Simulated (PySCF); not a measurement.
# How methods differ on the ionisation energy of Xe²⁺

Xe²⁺ [Kr] 4d10 5s2 5p4 (3P) → Xe³⁺ [Kr] 4d10 5s2 5p3 (4S), as a difference of total energies. All numbers are calculated (PySCF 2.14, a scalar-relativistic core potential, in def2-TZVPPD with the def2 core potential (28 electrons)). Correlated levels: valence: 4s2 4p6 4d10 frozen; valence and next inner shell: nothing frozen outside the core potential. The calculations carry no spin-orbit coupling.

Problem. Order these methods by the ionisation energy they give, lowest first.
A. PBE0
B. r2SCANh
C. TPSS
D. MN15

Solution. D (30.346 eV), C (30.490 eV), A (30.513 eV), B (30.535 eV).

The reference lies between the lowest fine-structure levels, while these numbers refer to the centres of the terms.

Errors of the correlated levels include the incompleteness of this basis and the frozen core.

For comparison: 31.05 ± 0.04 eV (semi-empirical (NIST evaluation); NIST Atomic Spectra Database, ionization energies).
